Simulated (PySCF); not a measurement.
Zn(Br)(OH) (BrHOZn), SMILES [Zn]([OH])[Br]. Atoms are numbered in the order given.

```xyz
4

Zn     0.0072    -0.8356     0.0000
Br    -0.0003     1.4012     0.0000
O     -0.1161    -2.6116     0.0000
H      0.7235    -3.0814     0.0000
```

Geometry: B3LYP-D3(BJ)/def2-TZVP. Other conformers were not sampled.

Level of theory: C-PCM-B3LYP/def2-SVP in PySCF.

The values are the electrostatic part of the solvation free energy, E(continuum) − E(gas) at the gas-phase geometry, in a cavity of scaled van der Waals radii (PySCF's table); cavitation and dispersion terms are not included. A continuum can't describe solvent molecules that bind to the metal. In vacuum the orbital gap is 6.10 eV. The dipole moment in vacuum is 1.73 D.

Estimate the values in water (ε = 78.36), benzene (ε = 2.27), dimethylsulfoxide (ε = 46.83). (Estimate from the structure and the level; the computed values follow.)


```
solvent                ε  ΔG(elec) (kcal/mol)  dipole (D)  gap (eV)
-----------------  -----  -------------------  ----------  --------
water              78.36                -18.3        2.41      6.52
benzene             2.27                 -9.5        2.06      6.32
dimethylsulfoxide  46.83                -18.1        2.40      6.51
```
